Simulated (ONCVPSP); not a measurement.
## Configuration tests for rhodium (ONCV)

* Element: rhodium
* Generator: ONCVPSP 4.0.1
* Type: optimised norm-conserving Vanderbilt (ONCV)
* Functional: LDA (Perdew-Zunger)
* Relativity: scalar-relativistic
* Frozen core: [Kr]
* Valence charge: 9
* Reference configuration: 4d8 5p1
* Partial waves: s scattering state at 0.03 Ha: rc 3.75 bohr, ncon 4, nbas 7, qcut 2.2 1/bohr, 1 projector; 5p: rc 3.75 bohr, ncon 3, nbas 8, qcut 2.4 1/bohr, 2 projectors, debl 1.8 Ha; 4d: rc 1.55 bohr, ncon 3, nbas 8, qcut 10.2 1/bohr, 3 projectors, debl 2.9 Ha
* Local potential: polynomial inside 1.30 bohr (lpopt 4, dvloc0 1 Ha)
* Core correction: Teter function, fcfact 2, rcfact 1.65

In the s channel the program set the typed energies aside and used -0.212 Ha.

Energies are relative to the spin-unpolarised reference configuration 4d8 5p1; without spin polarisation the order of configurations can differ from experiment.

```json
{"valence configuration": "4d8 5s1 5p0", "charge": "0", "ΔE all-electron (eV)": "-3.737", "error AE − PS (meV)": "-9.8"}
{"valence configuration": "4d8 5p0", "charge": "+1", "ΔE all-electron (eV)": "4.054", "error AE − PS (meV)": "-7.7"}
{"valence configuration": "4d7 5p0", "charge": "+2", "ΔE all-electron (eV)": "23.821", "error AE − PS (meV)": "-81"}
{"valence configuration": "4d7 5s2 5p0", "charge": "0", "ΔE all-electron (eV)": "-1.356", "error AE − PS (meV)": "+76"}
```

Levels in the configuration 4d8 5p0:

```csv
level,all-electron (eV),pseudo (eV)
4d,-13.850,-13.857
```

Note: ghosts flagged at negative energy: s at -42.4 eV (a further GHOST(-) flag falls on a real empty level of the atom); GHOST(+) flagged for p at 45.2 eV. A true bound ghost makes a file unfit for plane-wave use.
